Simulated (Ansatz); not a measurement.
## Telling isomers of CH3F3Ge apart by their spectra

These gas-phase data were calculated for one isomer of CH3F3Ge at PBE-D3(BJ)/def2-SVP (harmonic, unscaled wavenumbers; equilibrium rotational constants with average atomic masses):

```
rotational constants            : 5.271, 2.225, 1.793 GHz
all wavenumbers above 1500 cm⁻¹ : 3038, 2968, 2119
```

Candidates:

(1) `[F][GeH2][CH](F)F`, a singlet
(2) `F[CH2][GeH]([F])[F]`, a singlet
(3) `[CH3][Ge]([F])([F])[F]`, a singlet

Task: Which structure fits?

Result: Candidate (2). The band at 2119 cm⁻¹ lies where the Ge–H stretch is expected; (3) has no mode between 1900 and 2250 cm⁻¹. 1 mode lies between 1900 and 2250 cm⁻¹, one for each Ge–H bond, while (1) has 2.

The same quantities for all candidates:

```
     rotational constants (GHz)  wavenumbers above 1500 cm⁻¹  E above the lowest, PBE-D3(BJ)/def2-SVP (kcal/mol)
(1)         5.753, 2.025, 1.637             2966, 2118, 2092                                                68.1
(2)         5.271, 2.225, 1.793             3038, 2968, 2119                                                42.5
(3)         3.389, 3.136, 3.136             3124, 3124, 3005                                                 0.0
```

Each candidate is one conformer. Programs: Ansatz 0.2.0.
